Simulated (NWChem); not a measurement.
System: C$_{3}$H$_{5}$ cation

Here is an NWChem input.

```
start job
memory heap 200 mb stack 900 mb global 1100 mb
charge 1
geometry units angstroms noautosym nocenter noautoz
  C      0.001500    -1.382356     0.001868
  C     -0.047781    -0.109507    -0.000839
  C     -0.049493     1.291413     0.001592
  H     -0.929325    -1.972351    -0.081753
  H      0.958415    -1.926596     0.084267
  H      1.046577     1.513231     0.100434
  H     -0.367581     1.734733    -0.957497
  H     -0.532834     1.730964     0.890884
end
basis spherical
  * library def2-svp
end
dft
  xc b3lyp
  iterations 150
end
cosmo
  do_cosmo_smd true
  solvent water
end
task dft energy
```

Excerpt of the output:

```
             Northwest Computational Chemistry Package (NWChem) 7.3.0
             --------------------------------------------------------

                             Geometry "geometry" -> ""
                             -------------------------

 Output coordinates in angstroms (scale by  1.889725989 to convert to a.u.)

  No.       Tag          Charge          X              Y              Z
 ---- ---------------- ---------- -------------- -------------- --------------
    1 C                    6.0000     0.00150000    -1.38235600     0.00186800
    2 C                    6.0000    -0.04778100    -0.10950700    -0.00083900
    3 C                    6.0000    -0.04949300     1.29141300     0.00159200
    4 H                    1.0000    -0.92932500    -1.97235100    -0.08175300
    5 H                    1.0000     0.95841500    -1.92659600     0.08426700
    6 H                    1.0000     1.04657700     1.51323100     0.10043400
    7 H                    1.0000    -0.36758100     1.73473300    -0.95749700
    8 H                    1.0000    -0.53283400     1.73096400     0.89088400

 Effective nuclear repulsion energy (a.u.)      64.5454771440

                                 NWChem DFT Module
                                 -----------------

 Summary of "ao basis" -> "ao basis" (spherical)
 ------------------------------------------------------------------------------
       Tag                 Description            Shells   Functions and Types
 ---------------- ------------------------------  ------  ---------------------
 C                          def2-svp                 6       14   3s2p1d
 H                          def2-svp                 3        5   2s1p

 in cosmo_initialize ...
 calling solv_data for solv:h2o

 solvent parameters
 solvname_short: h2o
 solvname_long:  water
 dielec:       78.4000
 dielecinf:     1.7769
 aqueous SMD model solvent descriptors
 dielec:       78.4000
 sola:          0.8200

          ---------------
          -cosmo- solvent
          ---------------
 Cosmo: York-Karplus, doi: 10.1021/jp992097l
 dielectric constant -eps-     =  78.40
 screen = (eps-1)/(eps    )    =   0.98724
 surface charge correction     = lagrangian

   van der Waals surface
 --------------------------

 ---------- ATOMIC COORDINATES (A.U.) ------------ VDWR(ANG.) --
     1    0.00283459   -2.61227406    0.00353001     1.850
     2   -0.09029300   -0.20693822   -0.00158548     1.850
     3   -0.09352821    2.44041671    0.00300844     1.850
     4   -1.75616960   -3.72720294   -0.15449077     1.200
     5    1.81114173   -3.64073853    0.15924154     1.200
     6    1.97774376    2.85959195    0.18979274     1.200
     7   -0.69462737    3.27817003   -1.80940696     1.200
     8   -1.00691026    3.27104766    1.68352665     1.200
 number of segments per atom =        128
 number of   points per atom =        128
 atom (   nspa,  nppa )
 ----------------------
    1 (     68,     0 )       0
    2 (     56,     0 )       0
    3 (     58,     0 )       0
    4 (     55,     0 )       0
    5 (     55,     0 )       0
    6 (     53,     0 )       0
    7 (     56,     0 )       0
    8 (     55,     0 )       0
 number of -cosmo- surface points =      456
 molecular surface =     89.493 angstrom**2
 molecular volume  =     61.613 angstrom**3
 -lineq- algorithm             =   0
 -bem- low  level              =   3
 -bem- from -octahedral-
 gaussian surface charge width =   4.50000
 degree of switching           =   1.00000
 switching function tolerance  =   0.00010
 atomic radii =
 --------------
    1  6.000  1.850
    2  6.000  1.850
    3  6.000  1.850
    4  1.000  1.200
    5  1.000  1.200
    6  1.000  1.200
    7  1.000  1.200
    8  1.000  1.200
 ...... end of -cosmo- initialization ......

 nat:                     8
 ixmem:                  3618
 calling mnsol_interface()
 G(SMD-CDS) energy (kcal/mol)  =     3.223
 SMD-CDS SASA (angstrom**2)    =   109.632

            General Information
            -------------------
          SCF calculation type: DFT
          Wavefunction type:  closed shell.
          No. of atoms     :     8
          No. of electrons :    22
           Alpha electrons :    11
            Beta electrons :    11
          Charge           :     1
          Spin multiplicity:     1
          Use of symmetry is: off; symmetry adaption is: off
          Maximum number of iterations: 150
          AO basis - number of functions:    67
                     number of shells:    33
          Convergence on energy requested:  1.00D-06
          Convergence on density requested:  1.00D-05
          Convergence on gradient requested:  5.00D-04

              XC Information
              --------------
                         B3LYP Method XC Potential
                     Hartree-Fock (Exact) Exchange  0.200
                        Slater Exchange Functional  0.800 local
                    Becke 1988 Exchange Functional  0.720 non-local
              Lee-Yang-Parr Correlation Functional  0.810
                  VWN I RPA Correlation Functional  0.190 local

             Grid Information
             ----------------
          Grid used for XC integration:  medium
          Radial quadrature: Mura-Knowles
          Angular quadrature: Lebedev.
          Tag              B.-S. Rad. Rad. Pts. Rad. Cut. Ang. Pts.
          ---              ---------- --------- --------- ---------
          C                   0.70       49          10.0       434
          H                   0.35       45          11.0       434
          Grid pruning is: on
          Number of quadrature shells:   372
          Spatial weights used:  Erf1

      Superposition of Atomic Density Guess
      -------------------------------------

 Sum of atomic energies:        -115.37082663

 Renormalizing density from      23.00 to     22

      Non-variational initial energy
      ------------------------------

 Total energy =    -113.471472
 1-e energy   =    -268.318222
 2-e energy   =      90.301272
 HOMO         =      -0.676568
 LUMO         =      -0.442927

   convergence    iter        energy       DeltaE   RMS-Dens  Diis-err
 ---------------- ----- ----------------- --------- --------- ---------
     COSMO gas phase
 d= 0,ls=0.0,diis     1   -116.8056224529 -1.81D+02  1.27D-02  5.38D-01
 d= 0,ls=0.0,diis     2   -116.8349761702 -2.94D-02  5.63D-03  2.31D-01
 d= 0,ls=0.0,diis     3   -116.8654565552 -3.05D-02  1.28D-03  9.91D-03
 d= 0,ls=0.0,diis     4   -116.8665990227 -1.14D-03  4.33D-04  2.04D-03
 d= 0,ls=0.0,diis     5   -116.8668837582 -2.85D-04  7.08D-05  2.83D-05
  Resetting Diis
 d= 0,ls=0.0,diis     6   -116.8668872539 -3.50D-06  2.30D-05  4.27D-06
 d= 0,ls=0.0,diis     7   -116.8668878098 -5.56D-07  1.09D-05  2.79D-07
 d= 0,ls=0.0,diis     8   -116.8668877959  1.39D-08  5.79D-06  3.76D-07

   convergence    iter        energy       DeltaE   RMS-Dens  Diis-err
 ---------------- ----- ----------------- --------- --------- ---------
     COSMO solvation phase
 d= 0,ls=0.0,diis     1   -116.9693761542 -1.02D-01  2.10D-03  1.20D-03
 d= 0,ls=0.0,diis     2   -116.9694676087 -9.15D-05  3.77D-04  1.02D-03
 d= 0,ls=0.0,diis     3   -116.9695903857 -1.23D-04  1.45D-04  1.94D-04
 d= 0,ls=0.0,diis     4   -116.9696152790 -2.49D-05  2.94D-05  7.34D-06
 d= 0,ls=0.0,diis     5   -116.9696141098  1.17D-06  6.20D-06  2.21D-07
 d= 0,ls=0.0,diis     6   -116.9696144463 -3.36D-07  1.53D-06  1.72D-08

         Total DFT energy =     -116.969614446293
      One electron energy =     -272.601128550133
           Coulomb energy =      113.491679018031
    Exchange-Corr. energy =      -17.713073604211
 Nuclear repulsion energy =       64.545477143980

             COSMO energy =       -4.692568453959

 Numeric. integr. density =       22.000003860254

                                COSMO-SMD solvation results
                                ---------------------------

             internal energy in gas <Psi(g)|H|Psi(g)> =      -116.866887795890
         internal energy in solvent <Psi(s)|H|Psi(s)> =      -116.866515342283
                               delta internal energy  =         0.000372453607 (    0.23 kcal/mol)
   total free energy in solvent <Psi(s)|H+V/2|Psi(s)> =      -116.974750753238
 polarization energy contribution <Psi(s)|V/2|Psi(s)> =        -0.108235410955 (  -67.92 kcal/mol)
    total free energy in solvent including G(SMD-CDS) =      -116.969614446293
                       G(SMD-CDS) energy contribution =         0.005136306945 (    3.22 kcal/mol)
     1 M fixed-concentration free energy of solvation =        -0.102726650403 (  -64.46 kcal/mol)

                       DFT Final Molecular Orbital Analysis
                       ------------------------------------

 Vector    9  Occ=2.000000D+00  E=-4.836580D-01
              MO Center= -1.8D-01,  1.1D+00, -1.1D-02, r^2= 1.6D+00
   Bfn.  Coefficient  Atom+Function         Bfn.  Coefficient  Atom+Function
  ----- ------------  ---------------      ----- ------------  ---------------
    34      0.429107  3 C  pz                58     -0.268385  7 H  s
    63      0.267987  8 H  s                 20      0.242943  2 C  pz
    37      0.155691  3 C  pz                23      0.116989  2 C  pz
     6      0.103605  1 C  pz                59     -0.064297  7 H  s
    64      0.064029  8 H  s                 32     -0.037591  3 C  px

 Vector   10  Occ=2.000000D+00  E=-4.505672D-01
              MO Center=  1.6D-01,  5.2D-01,  2.0D-02, r^2= 3.0D+00
   Bfn.  Coefficient  Atom+Function         Bfn.  Coefficient  Atom+Function
  ----- ------------  ---------------      ----- ------------  ---------------
    32      0.395175  3 C  px                53      0.319421  6 H  s
     4     -0.248204  1 C  px                48     -0.178645  5 H  s
    43      0.174853  4 H  s                 35      0.171302  3 C  px
    63     -0.133356  8 H  s                 58     -0.132101  7 H  s
     7     -0.115293  1 C  px                54      0.083555  6 H  s

 Vector   11  Occ=2.000000D+00  E=-3.431130D-01
              MO Center= -6.7D-02, -3.9D-01, -2.7D-03, r^2= 2.1D+00
   Bfn.  Coefficient  Atom+Function         Bfn.  Coefficient  Atom+Function
  ----- ------------  ---------------      ----- ------------  ---------------
     6      0.410189  1 C  pz                20      0.410653  2 C  pz
     9      0.238355  1 C  pz                23      0.223956  2 C  pz
    34     -0.179789  3 C  pz                58      0.165598  7 H  s
    63     -0.165451  8 H  s                 37     -0.098651  3 C  pz
    59      0.070644  7 H  s                 64     -0.070456  8 H  s

 Vector   12  Occ=0.000000D+00  E=-1.483323D-01
              MO Center=  3.0D-02, -1.9D-01,  6.1D-03, r^2= 2.3D+00
   Bfn.  Coefficient  Atom+Function         Bfn.  Coefficient  Atom+Function
  ----- ------------  ---------------      ----- ------------  ---------------
    18      0.594277  2 C  px                21      0.490593  2 C  px
    53     -0.217630  6 H  s                 43      0.211384  4 H  s
    48     -0.209816  5 H  s                 49     -0.204558  5 H  s
    54     -0.200795  6 H  s                 44      0.195359  4 H  s
    32     -0.107340  3 C  px                63      0.096050  8 H  s

 Vector   13  Occ=0.000000D+00  E=-4.073209D-02
              MO Center= -5.9D-02, -5.8D-01, -2.3D-03, r^2= 2.5D+00
   Bfn.  Coefficient  Atom+Function         Bfn.  Coefficient  Atom+Function
  ----- ------------  ---------------      ----- ------------  ---------------
     9      0.605018  1 C  pz                23     -0.545773  2 C  pz
    20     -0.479414  2 C  pz                 6      0.444165  1 C  pz
    59     -0.276562  7 H  s                 64      0.276154  8 H  s
    58     -0.157205  7 H  s                 63      0.156984  8 H  s
    37     -0.085393  3 C  pz                 7     -0.053073  1 C  px

 Vector   14  Occ=0.000000D+00  E= 5.524509D-02
              MO Center=  2.1D-01,  6.7D-01,  2.3D-02, r^2= 6.4D+00
   Bfn.  Coefficient  Atom+Function         Bfn.  Coefficient  Atom+Function
  ----- ------------  ---------------      ----- ------------  ---------------
    31      2.705676  3 C  s                 54     -1.102966  6 H  s
    17     -0.891223  2 C  s                 59     -0.884316  7 H  s
    64     -0.881811  8 H  s                  3      0.651733  1 C  s
    44     -0.638510  4 H  s                 49     -0.618136  5 H  s
    22     -0.538586  2 C  py                 8     -0.324531  1 C  py

     Multipole analysis of the density
     ---------------------------------

     L   x y z        total         alpha         beta         nuclear
     -   - - -        -----         -----         ----         -------
     0   0 0 0      1.000000    -11.000000    -11.000000     23.000000

     1   1 0 0      0.132802      0.443772      0.443772     -0.754741
     1   0 1 0     -0.073733      0.079086      0.079086     -0.231905
     1   0 0 1      0.019780     -0.039301     -0.039301      0.098381

     2   2 0 0    -10.184373    -11.029018    -11.029018     11.873662
     2   1 1 0      0.344250      0.804783      0.804783     -1.265316
     2   1 0 1      0.247132     -0.124442     -0.124442      0.496016
     2   0 2 0     -3.804102    -68.754568    -68.754568    133.705034
     2   0 1 1      0.052051     -0.026392     -0.026392      0.104835
     2   0 0 2    -12.967812     -9.580709     -9.580709      6.193606
```

Level: B3LYP/def2-SVP, SMD on the gas-phase geometry. Structure relaxed at the PBE0/def2-SVP level. Solvent: water.
